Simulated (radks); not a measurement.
Q: Species: Cr10+. Configuration: [Ne] 3s2 3p2 (the NIST ground configuration). Calculated with a radial shooting solver on a logarithmic mesh with Libxc functionals: non-relativistic Kohn-Sham, TPSS, spin-polarised, spherical densities, point nucleus; open shells are filled with parallel spins first; meta-GGA in the generalised Kohn-Sham scheme. Some entries of the table are withheld. Estimate them.

orbital  occ.  eigenvalue (eV)  <r^2> (bohr^2)
1s up       1        -6107.805        0.005517
1s down     1        -6106.498        0.005516
2s up       1        -912.6138          0.1017
2s down     1        -911.6817          0.1014
2p up       3        -813.8329             (1)
2p down     3        -812.3400             (2)
3s up       1        -286.1253             (3)
3s down     1        -279.0945             (4)
3p up       2        -256.1742          0.7250
3p down     0        -249.4374          0.7352

A: 
(1) 2p up <r^2> (bohr^2): 0.08210
(2) 2p down <r^2> (bohr^2): 0.08197
(3) 3s up <r^2> (bohr^2): 0.7117
(4) 3s down <r^2> (bohr^2): 0.7201
